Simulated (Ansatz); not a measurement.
Ansatz (a first-principles code) input:
A basis named .json is the Basis Set Exchange file of that set.

Ansatz 0.2 input:
```yaml
crystal:
  periodic: [false, false, false]
  atoms:
    - {symbol: Ga, position_ang: [-0.00000000, -0.00000000, -1.80751925]}
    - {symbol: O, position_ang: [0.00000000, 0.00000000, 0.00000000]}
    - {symbol: Ga, position_ang: [0.00000000, 0.00000000, 1.80751925]}
basis:
  gaussian:
    orbitals: cc-pVTZ
    fitting: {mean_field: def2-universal-jkfit, correlation: cc-pVTZ-RIFIT.json}
total_charge: 1
magnetization: {spin_polarized: true, initial_magnetization: 1}
correlation: {method: mp2, electrons: outside_noble_gas}
```

Problem. What final total energy does it print?

Solution. -3921.59196 Eh (RI-MP2/cc-pVTZ). The basis has 116 functions.
